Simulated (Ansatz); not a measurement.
Reactions of C3H7FS, SMILES `CC(C)(F)S`.

Calculated with Ansatz (gas phase, PBE0-D4/def2-TZVP geometries, no zero-point term in ΔE). CCSD(T)/CBS adds triple-zeta CCSD(T) − MP2 to the extrapolated MP2 energy (def2 sets, frozen cores). This one scheme is used for every species. DFT in def2-TZVPP. One conformer a species, not always the lowest.

```json
{"reaction": "`CC(C)(F)S` + `[OH][Al]([SH])[SH]` → `C[O][Al]([SH])[SH]` + `CC(F)S`", "B2PLYP (kJ/mol)": "59", "r2SCAN-D4 (kJ/mol)": "63", "HF/CBS(def2) (kJ/mol)": "49", "CCSD(T)/CBS(def2) (kJ/mol)": "69"}
{"reaction": "`CC(C)(F)S` + `CC=N` → `C/C=N/C` + `CC(F)S`", "B2PLYP (kJ/mol)": "16", "r2SCAN-D4 (kJ/mol)": "20", "HF/CBS(def2) (kJ/mol)": "16", "CCSD(T)/CBS(def2) (kJ/mol)": "25"}
{"reaction": "`CC(C)(F)S` + `BC(=C)S` → `BC(=C)SC` + `CC(F)S`", "B2PLYP (kJ/mol)": "13", "r2SCAN-D4 (kJ/mol)": "14", "HF/CBS(def2) (kJ/mol)": "17", "CCSD(T)/CBS(def2) (kJ/mol)": "17"}
{"reaction": "`CC(C)(F)S` + `NBOCF` → `CNBOCF` + `CC(F)S`", "B2PLYP (kJ/mol)": "44", "r2SCAN-D4 (kJ/mol)": "46", "HF/CBS(def2) (kJ/mol)": "43", "CCSD(T)/CBS(def2) (kJ/mol)": "48"}
{"reaction": "`CC(C)(F)S` + CH₄ → `CC(C)(C)S` + H–F", "B2PLYP (kJ/mol)": "-16", "r2SCAN-D4 (kJ/mol)": "-11", "HF/CBS(def2) (kJ/mol)": "-4", "CCSD(T)/CBS(def2) (kJ/mol)": "-34"}
```

Largest T1 diagnostic: 0.012, for `BC(=C)S`.
